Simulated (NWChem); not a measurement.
Species: CH₇NOSi; SMILES O(C)[SiH2]N

```xyz
11

Si    -0.4224    -0.5288    -0.0002
N      0.4856    -1.9819     0.0003
O      0.5526     0.8277    -0.0006
C      0.0711     2.1389    -0.0006
H     -1.2697    -0.5081    -1.2321
H     -1.2699    -0.5072     1.2316
H      0.9883    -2.2623     0.8349
H      0.9882    -2.2629    -0.8340
H     -0.5435     2.3613    -0.8941
H     -0.5430     2.3615     0.8932
H      0.9243     2.8354    -0.0009
```
Atoms are numbered in this order, from 1.

Computed with NWChem. Pople sets run with spherical d functions. Geometry: optimised at PBE0/def2-SVP. Isotropic polarisability at PBE0/6-31+G*. A Cauchy series cut after its second term is a line in ω².

```csv
row,ω² (10⁻³ Ha²),α (bohr³)
static,0.00,47.50
1065 nm,1.83,47.92
589 nm,5.98,withheld
400 nm,12.97,50.73
```

Problem. Fit a straight line of the last column on the one before it, predict the withheld value, and compare with the run.

Solution. 
1. Means of the 3 shown rows: x = 4.933, y = 48.717. Slope Σ(x − x̄)(y − ȳ)/Σ(x − x̄)² = 24.66/98.56 = 0.2502; intercept 47.482.
2. The shown rows scatter about the line by 0.016 (root mean square); the largest residual is -0.02, at 1065 nm.
3. At x = 5.98 (589 nm; inside the shown range) the line gives 48.98.
4. The run gives 48.90, -0.08 from the line. The intercept estimates α(0), and the slope, 250 bohr³/Ha², the next Cauchy moment.
